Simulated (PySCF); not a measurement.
C6H11O2, doublet, geometry from GFN2-xTB; BLYP/STO-3G (PySCF).

The PySCF input:
```python
from pyscf import gto, scf, dft

mol = gto.Mole()
mol.atom = '''
    C    -2.438927    0.735252   -1.202925
    C    -2.686134   -0.470060   -0.306459
    C    -1.412131   -1.320368   -0.132202
    C    -0.340238   -0.582449    0.561452
    O     0.802442   -0.329715   -0.103528
    C     1.779239    0.410222    0.470700
    C     2.961045    0.546252   -0.449126
    O     1.680083    0.887134    1.578302
    H    -3.349957    1.317697   -1.317846
    H    -2.107438    0.417022   -2.188985
    H    -1.672390    1.376205   -0.773511
    H    -3.025524   -0.134961    0.674990
    H    -3.467780   -1.097402   -0.738766
    H    -1.680835   -2.211652    0.446531
    H    -1.045588   -1.638376   -1.109364
    H    -0.449917   -0.170533    1.551609
    H     2.811662   -0.045803   -1.346432
    H     3.090221    1.593769   -0.714879
    H     3.860217    0.221596    0.069828
'''
mol.basis = 'sto-3g'
mol.charge = 0
mol.spin = 1
mol.verbose = 4
mol.build()

mf = dft.UKS(mol)
mf.xc = 'blyp'
mf.kernel()
```

It wrote (shortened):

```
PySCF version 2.14.0

[INPUT] verbose = 4
[INPUT] num. atoms = 19
[INPUT] num. electrons = 63
[INPUT] charge = 0
[INPUT] spin (= nelec alpha-beta = 2S) = 1
[INPUT] symmetry False subgroup None
[INPUT] Mole.unit = angstrom
[INPUT] Symbol           X                Y                Z      unit          X                Y                Z       unit  Magmom
[...]
nuclear repulsion = 375.737433073496
number of shells = 35
number of NR pGTOs = 153
number of NR cGTOs = 51
basis = sto-3g
ecp = {}

******** <class 'pyscf.dft.uks.UKS'> ********
method = UKS
initial guess = minao
damping factor = 0
level_shift factor = 0
DIIS = <class 'pyscf.scf.diis.CDIIS'>
diis_start_cycle = 1
diis_space = 8
diis_damp = 0
SCF conv_tol = 1e-09
SCF conv_tol_grad = None
SCF max_cycles = 50
direct_scf = True
direct_scf_tol = 1e-13
number electrons alpha = 32  beta = 31
XC library pyscf.dft.libxc version 7.1.2
    S. Lehtola, C. Steigemann, M. J. T. Oliveira, and M. A. L. Marques,  SoftwareX 7, 1–5 (2018)
XC functionals = blyp
    A. D. Becke,  Phys. Rev. A 38, 3098 (1988)
    C. Lee, W. Yang, and R. G. Parr,  Phys. Rev. B 37, 785 (1988)
    B. Miehlich, A. Savin, H. Stoll, and H. Preuss,  Chem. Phys. Lett. 157, 200 (1989)
radial grids:
    Treutler-Ahlrichs [JCP 102, 346 (1995); DOI:10.1063/1.469408] (M4) radial grids

becke partition: Becke, JCP 88, 2547 (1988); DOI:10.1063/1.454033
pruning grids: <function nwchem_prune>
grids dens level: 3
symmetrized grids: False
atomic radii adjust function: <function treutler_atomic_radii_adjust>
small_rho_cutoff = 0
Set gradient conv threshold to 3.16228e-05
tot grids = 220760
init E= -381.43593424564

cycle= 1 E= -380.32273261815  delta_E= 1.11  |g|= 0.538  |ddm|= 3.94
cycle= 2 E= -378.520029881896  delta_E=  1.8  |g|= 1.64  |ddm|= 2.63
cycle= 3 E= -380.183580305429  delta_E= -1.66  |g|= 0.676  |ddm|= 2.61
cycle= 4 E= -380.512182594346  delta_E= -0.329  |g|= 0.049  |ddm|= 1.12
cycle= 5 E= -380.513426579271  delta_E= -0.00124  |g|= 0.0288  |ddm|= 0.105
cycle= 6 E= -380.513923399244  delta_E= -0.000497  |g|= 0.0064  |ddm|= 0.0433
cycle= 7 E= -380.513940787555  delta_E= -1.74e-05  |g|= 0.00367  |ddm|= 0.0141
cycle= 8 E= -380.513952096901  delta_E= -1.13e-05  |g|= 0.000648  |ddm|= 0.007
cycle= 9 E= -380.513952492001  delta_E= -3.95e-07  |g|= 0.000229  |ddm|= 0.0017
cycle= 10 E= -380.513952538243  delta_E= -4.62e-08  |g|= 7.25e-05  |ddm|= 0.000501
cycle= 11 E= -380.513952541688  delta_E= -3.45e-09  |g|= 3.36e-05  |ddm|= 0.000137
cycle= 12 E= -380.51395254251  delta_E= -8.23e-10  |g|= 1.84e-05  |ddm|= 8.58e-05
Extra cycle  E= -380.513952540571  delta_E= 1.94e-09  |g|= 5.95e-05  |ddm|= 0.000107
converged SCF energy = -380.513952540571  <S^2> = 0.75307984  2S+1 = 2.0030775
```
